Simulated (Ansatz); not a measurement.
Consider the redistribution: `[F][Sn]([F])([F])[GeH3]` + `C[O][AlH][F]` → `C[O][Sn]([F])([F])[GeH3]` + `[F][AlH][F]`.

Isolated molecules relaxed with PBE0-D4/def2-TZVP in Ansatz; ΔE leaves out vibrations. CBS: MP2 limit from def2 TZ/QZ plus the TZ coupled-cluster correction, frozen cores. This one scheme is used for every species. Elements past krypton have def2 core potentials. For Ge, Sn outer-core shells are correlated without core-valence functions, which leaves a few kJ/mol of doubt a bond. Scalar relativity is left out up to krypton. Each species was taken in one conformer, which may not be the lowest.

```tsv
level	ΔE (kcal/mol)
CCSD(T)/def2-SVP	-4.8
MP2/def2-TZVPP	-6.5
```

Task: What does CCSD(T)/CBS give? (Best estimate.)

Result: The calculation gave: -5.9 kcal/mol. The listed levels differ from it by 1.1, -0.6 kcal/mol.

Largest T1 diagnostic among the species: 0.014.

In def2-TZVPP, CCSD(T) changes the Hartree–Fock value by −3.0 kcal/mol (the triples alone add −0.4 kcal/mol) and MP2 by −3.6 kcal/mol. The D4 term adds −0.8 kcal/mol with B3LYP and −0.5 kcal/mol with PBE0; it sums over pairs of atoms, weighted by their polarisabilities, and B3LYP, whose exchange is more repulsive, gets the larger term. Leaving LDA and LC-ωPBE aside and taking each functional with its dispersion term where it has one, the values, not all of them listed here, spread over 1.5 kcal/mol, from PBE-QIDH to B97M-V.

B3LYP here is the variant with VWN-RPA as its local correlation; programs differ in this.
